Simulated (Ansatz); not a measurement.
Consider the redistribution: `C#[C][Al]([CH3])[NH]C` + boron trifluoride → `C#[C][Al]([CH3])[F]` + `CNB(F)F`.

Calculated with Ansatz (gas phase, PBE0-D4/def2-TZVP geometries, no zero-point term in ΔE). CBS: MP2 limit from def2 TZ/QZ plus the TZ coupled-cluster correction, frozen cores. This one scheme is used for every species. Each species was taken in one conformer, which may not be the lowest.

| species | MP2/def2-QZVPP energy (Eh) |
| --- | --- |
| `C#[C][Al]([CH3])[NH]C` | -453.60076 |
| `FB(F)F` | -324.27115 |
| `C#[C][Al]([CH3])[F]` | -458.30917 |
| `CNB(F)F` | -319.59191 |

Task: Work out ΔE.

Result: ΔE = (-458.30917) + (-319.59191) − (-453.60076) − (-324.27115) = -0.02917 Eh = -0.79 eV. CCSD(T)/CBS gives -0.80 eV.

Largest T1 diagnostic among the species: 0.013.

In def2-TZVPP, CCSD(T) changes the Hartree–Fock value by +0.05 eV (the triples alone add +0.02 eV) and MP2 by +0.04 eV. The D4 term adds +0.04 eV with B3LYP and +0.02 eV with PBE0; it sums over pairs of atoms, weighted by their polarisabilities, and B3LYP, whose exchange is more repulsive, gets the larger term.

B3LYP here is the variant with VWN-RPA as its local correlation; programs differ in this.
